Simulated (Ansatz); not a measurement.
Relaxation of a periodic cell of 33 atoms, Al₃₂N (host Al, host structure fcc, interstitial N), to a largest force component of 0.03 eV/Å in at most 60 steps.

Method: DFT LDA, scalar-relativistic, plane waves, PAW (Ansatz). Settings: cutoff 420 eV, k mesh 3x3x3, gaussian smearing 0.15 eV, no spin polarisation.

```xyz
33
Lattice="8.1000 0.0000 0.0000 0.0000 8.1000 0.0000 0.0000 0.0000 8.1000" Properties=species:S:1:pos:R:3:forces:R:3
Al 4.050 0.000 0.000 0.09 0.00 0.02
Al 6.075 2.025 0.000 -0.01 -0.04 0.00
Al 6.075 0.000 2.025 -0.03 0.00 -0.09
Al 0.000 0.000 0.000 -0.08 -0.01 0.01
Al 2.025 2.025 0.000 0.01 0.08 0.01
Al 4.050 4.050 0.000 -0.06 0.00 0.00
Al 6.075 6.075 0.000 0.00 0.06 0.00
Al 2.025 0.000 2.025 -0.04 0.04 -0.49
Al 4.050 2.025 2.025 0.03 0.07 -0.04
Al 6.075 4.050 2.025 0.00 0.00 0.06
Al 4.050 0.000 4.050 0.67 0.05 0.03
Al 6.075 2.025 4.050 -0.02 0.08 0.00
Al 6.075 0.000 6.075 -0.02 -0.01 0.08
Al 0.000 4.050 0.000 0.04 0.01 0.00
Al 2.025 6.075 0.000 0.00 -0.09 0.02
Al 0.000 2.025 2.025 0.00 0.00 0.02
Al 2.025 4.050 2.025 0.00 0.03 -0.09
Al 4.050 6.075 2.025 0.11 -0.11 -0.12
Al 0.000 0.000 4.050 -0.17 0.03 0.02
Al 2.025 2.025 4.050 -0.03 0.17 0.02
Al 4.050 4.050 4.050 0.09 0.03 0.00
Al 6.075 6.075 4.050 -0.03 -0.09 0.00
Al 2.025 0.000 6.075 -0.03 0.03 0.20
Al 4.050 2.025 6.075 -0.01 0.02 0.02
Al 6.075 4.050 6.075 0.00 0.00 -0.04
Al 0.000 6.075 2.025 -0.07 -0.03 -0.04
Al 0.000 4.050 4.050 -0.08 0.02 0.00
Al 2.025 6.075 4.050 -0.05 -0.67 0.03
Al 0.000 2.025 6.075 0.03 -0.03 -0.03
Al 2.025 4.050 6.075 0.01 0.02 0.08
Al 4.050 6.075 6.075 0.06 -0.06 0.09
Al 0.000 6.075 6.075 -0.02 0.01 0.02
N 2.108 -0.083 4.000 -0.41 0.41 0.23
```

Where does it end, and by what steps?

It converged. Limits of this set-up: coarse k mesh, odd electron count without spin, a small cell, in which the defect meets its images. After 3 steps the energy has fallen by 0.082 eV; N33 moved furthest, 0.11 Å.

| step | energy less start (eV) | largest force component (eV/Å) | accepted |
| --- | --- | --- | --- |
| 0 | 0.0000 | 0.673 | yes |
| 1 | -0.0524 | 0.427 | yes |
| 2 | -0.0731 | 0.110 | yes |
| 3 | -0.0824 | 0.008 | yes |

```xyz
33
Lattice="8.1000 0.0000 0.0000 0.0000 8.1000 0.0000 0.0000 0.0000 8.1000" Properties=species:S:1:pos:R:3
Al 4.069 -0.001 -0.001
Al 6.077 2.022 -0.001
Al 6.076 -0.001 2.007
Al -0.015 -0.001 -0.001
Al 2.026 2.040 -0.001
Al 4.050 4.047 -0.002
Al 6.078 6.075 -0.002
Al 2.028 -0.003 1.990
Al 4.060 2.034 2.015
Al 6.078 4.047 2.025
Al 4.089 -0.003 4.048
Al 6.077 2.040 4.049
Al 6.077 -0.001 6.091
Al 0.003 4.048 -0.001
Al 2.026 6.056 -0.001
Al -0.006 2.031 2.017
Al 2.026 4.049 2.007
Al 4.063 6.062 2.012
Al -0.028 -0.003 4.048
Al 2.028 2.053 4.048
Al 4.069 4.049 4.049
Al 6.076 6.056 4.049
Al 2.028 -0.003 6.105
Al 4.059 2.033 6.083
Al 6.078 4.047 6.073
Al -0.009 6.065 2.015
Al -0.015 4.048 4.049
Al 2.028 6.036 4.048
Al -0.005 2.030 6.080
Al 2.026 4.048 6.091
Al 4.062 6.063 6.086
Al -0.008 6.066 6.083
N 2.036 -0.011 4.045
```

Time of the run: 27 s on 4 threads of Intel(R) Xeon(R) Platinum 8488C (Sapphire Rapids), on a shared host, peak memory 1.4 GiB.
